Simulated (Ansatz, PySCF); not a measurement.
This triplet is an excited state, 1.49 eV above the relaxed singlet at the level composite: frozen-core CCSD(T) with HF/cc-pVQZ and the correlation energy extrapolated as X^-3 from cc-pVTZ and cc-pVQZ, plus CCSDT(Q) minus CCSD(T) in cc-pVDZ // PBE0-D3(BJ)/def2-TZVP (Ansatz, a program for electronic structure).

Cartesian coordinates (Å):
```xyz
3

Si    -0.2573     0.5958     0.0000
Cl     1.6288    -0.2006     0.0000
H     -1.3716    -0.3953     0.0000
```
Charge 0, spin multiplicity 3.

Task: What dipole moment, highest occupied spin orbital and total energy does PySCF with PBE-D3(BJ)/def2-TZVP // PBE0-D3(BJ)/def2-TZVP give?

Result: 
- dipole moment: 0.77 D
- highest occupied spin orbital: -4.42 eV
- total energy: -749.9189 Ha
